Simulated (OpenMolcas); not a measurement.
**Br5+: CASPT2 settings compared**

| Item | Value |
| --- | --- |
| Program | OpenMolcas 26.06 |
| Basis | ANO-RCC-VDZP [5s4p2d] |
| Scalar Hamiltonian | DKH3, point nucleus |
| Active space | 2 electrons in 8 orbitals (4s 4p 5s 5p) |
| State averaging | 2S+1 = 3 even, 3 roots; 2S+1 = 1 even, 7 roots; 2S+1 = 3 odd, 3 roots; 2S+1 = 1 odd, 3 roots |
| Spin-orbit coupling | RASSI with atomic mean-field integrals over the reference wave functions, term energies averaged over their components |

Methods on the same reference wave functions:
A. CASSCF
B. SS-CASPT2, IPEA 0.15 Eh, real shift 0.05 Eh (closed shells correlated: 3s 3p 3d)
C. MS-CASPT2, IPEA 0.15 Eh, real shift 0.05 Eh (closed shells correlated: 3s 3p 3d)

Energies in cm⁻¹ above 4s² ¹S₀, the measured ground level; measured values from Moore, Atomic Energy Levels, vol. II, NSRDS-NBS 35 (1971 reprint of NBS Circular 467, 1952).

```
         Level       A       B       C  Measured
       4s² ¹S₀     0.0     0.0     0.0       0.0
    4s 4p ³P°₀  104762  104148  104153    104316
    4s 4p ³P°₁  106403  105778  105783    106431
    4s 4p ³P°₂  109995  109381  109386    111336
    4s 4p ¹P°₁  162987  157123  157128    151274
       4p² ³P₀  249231  248507  248511    244136
       4p² ³P₁  251415  250741  250746    247406
4p² ³P₂ [75 %]  254417  252771  252776    253892
4p² ¹D₂ [75 %]  268399  258381  258386
```

Deviations, from unrounded energies. A percentage is the sum of absolute deviations over the sum of measured energies, with the sign that they share, or ± where signs differ.

```
           Against measurement  Levels     A     B     C
mean absolute deviation (cm-1)       7  3300  2500  2500
      other configurations (%)       7  ±1.9  ±1.4  ±1.4
```

B, C lie about equally close to measurement and A furthest from it. The largest miss of C in the table is 4s 4p ¹P°₁, by +5900 cm-1. The ranking rests on the paired levels alone, and a cruder setting can come out closer through cancelling errors.

Between B and C the level of the table that moves most is 4p² ¹D₂ [75 %], by 5.1 cm-1 (lowest in B, highest in C).

The lowest spin-free term lies below A's lowest term by 0.017 hartree in B, 0.017 hartree in C.

Over all roots computed the reference weight is 0.93 to 1.00 in B, 0.93 to 1.00 in C; the roots of lowest weight are the least certain, and an intruder state may touch them. Active for correlation alone: 5p 5s; no level in the range computed is led by a configuration that fills them, so any true level of that kind is missing. The ¹D term of p² mixes with s d, which this space lacks. The basis is small and was not contracted for so high a charge. Computed and measured levels are paired by configuration, term and J; levels that our copy of the source lacks, or whose pairing is in doubt (as where it misses far off the trend of its configuration), stay unpaired and out of the deviations. Only configurations of the active space appear. The table leaves out levels that lie high or whose names do not pair safely across all columns.

A share in square brackets marks a mixed level and gives the weight of the term that names it, the lowest over the columns. ° marks odd parity.
